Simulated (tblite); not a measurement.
C₆H₉OS (doublet state).
Numbering: `[O:1]=[CH:2][CH2:3]/[CH:4]=[CH:5]\[CH2:6][CH2:7][S:8]` (hydrogens: H9 on C2; H10, H11 on C3; H12 on C4; H13 on C5; H14, H15 on C6; H16, H17 on C7)
Bond orders are those of one Lewis drawing.

Computed with GFN2-xTB (tblite), gas phase: L-BFGS steps from a force-field or distance-geometry start until the largest atomic force falls under 0.01 eV/Å.

Step 24: E = -670.8864 eV
```
atom  x, y, z in Å  |  force x, y, z in eV/Å
O1     -3.1947    1.6053   -0.6758   -0.024   0.009   0.015
C2     -2.1834    1.2660   -0.1336    0.049   0.001   0.030
C3     -1.7517   -0.1606    0.0929   -0.023   0.023   0.010
C4     -0.6483   -0.4276   -0.8879   -0.024   0.008  -0.019
C5      0.6068   -0.7515   -0.6188    0.017  -0.015  -0.017
C6      1.2314   -0.9336    0.7260   -0.003  -0.017   0.029
C7      2.1009    0.2744    1.0795   -0.002   0.061   0.022
S8      1.1017    1.6892    1.5696    0.024   0.006  -0.028
H9     -1.4334    2.0022    0.2163    0.000   0.007   0.015
H10    -2.5934   -0.8293   -0.0983    0.000  -0.009  -0.021
H11    -1.4097   -0.2717    1.1209   -0.001   0.009  -0.003
H12    -0.9474   -0.3073   -1.9198   -0.009  -0.035  -0.041
H13     1.2963   -0.8804   -1.4416    0.000  -0.016  -0.065
H14     0.4783   -1.0698    1.4999   -0.028  -0.040   0.053
H15     1.8709   -1.8187    0.7115    0.018  -0.037  -0.022
H16     2.7028    0.5776    0.2219    0.020   0.028   0.001
H17     2.7658    0.0477    1.9140   -0.016   0.017   0.040
```

Step 25: E = -670.8872 eV
```
atom  x, y, z in Å  |  force x, y, z in eV/Å
O1     -3.1948    1.6061   -0.6703    0.009   0.004   0.025
C2     -2.1811    1.2670   -0.1319    0.034  -0.003   0.046
C3     -1.7503   -0.1608    0.0934   -0.017   0.029   0.001
C4     -0.6471   -0.4286   -0.8881   -0.026   0.015  -0.022
C5      0.6085   -0.7520   -0.6200   -0.010  -0.037  -0.007
C6      1.2306   -0.9360    0.7260    0.012   0.003   0.031
C7      2.0964    0.2747    1.0793    0.011   0.075   0.024
S8      1.0979    1.6945    1.5600    0.031  -0.022  -0.034
H9     -1.4305    2.0035    0.2179   -0.008  -0.003   0.005
H10    -2.5954   -0.8257   -0.0995    0.023  -0.010  -0.011
H11    -1.4060   -0.2757    1.1208   -0.023   0.019  -0.021
H12    -0.9465   -0.3063   -1.9196   -0.009  -0.035  -0.048
H13     1.2981   -0.8810   -1.4435   -0.010  -0.012  -0.045
H14     0.4785   -1.0749    1.5010   -0.025  -0.038   0.030
H15     1.8740   -1.8185    0.7115    0.009  -0.032  -0.023
H16     2.7019    0.5744    0.2226    0.017   0.029   0.007
H17     2.7587    0.0514    1.9170   -0.018   0.019   0.043
```

Task: Estimate the geometry and energy of step 26. (The exact step hangs on the optimiser's Hessian estimate; all steps are aligned on step 25, rigid shifts and turns removed.)

Result: E = -670.8880 eV, largest force 0.060 eV/Å
```
atom  x, y, z in Å  |  force x, y, z in eV/Å
O1     -3.1946    1.6071   -0.6641    0.039   0.002   0.034
C2     -2.1785    1.2681   -0.1295    0.004  -0.004   0.048
C3     -1.7492   -0.1607    0.0938    0.000   0.021  -0.013
C4     -0.6462   -0.4293   -0.8887   -0.016   0.016  -0.023
C5      0.6100   -0.7531   -0.6214   -0.036  -0.048   0.005
C6      1.2300   -0.9384    0.7265    0.021   0.021   0.018
C7      2.0922    0.2760    1.0797    0.022   0.052   0.017
S8      1.0945    1.6998    1.5498    0.026  -0.035  -0.033
H9     -1.4276    2.0047    0.2196   -0.008  -0.009   0.000
H10    -2.5969   -0.8224   -0.1010    0.041  -0.009  -0.002
H11    -1.4026   -0.2792    1.1204   -0.040   0.026  -0.031
H12    -0.9458   -0.3062   -1.9202   -0.009  -0.034  -0.043
H13     1.2995   -0.8819   -1.4462   -0.027  -0.010  -0.009
H14     0.4784   -1.0808    1.5027   -0.008  -0.030  -0.005
H15     1.8772   -1.8190    0.7110   -0.004  -0.011  -0.020
H16     2.7013    0.5718    0.2236    0.013   0.027   0.018
H17     2.7512    0.0555    1.9208   -0.019   0.024   0.040
```

The energy changes by -0.0008 eV. The first-order estimate −F·Δx gives -0.0011 eV and the mean of the old and new forces, exact on a quadratic surface, -0.0008 eV. The step makes an angle of 73° with the force vector and moves no atom by more than 0.012 Å.

The cost below is that of the whole relaxation. On an Arm Neoverse N1 with one thread, no GPU, shared host, this took 1.8 s wall.
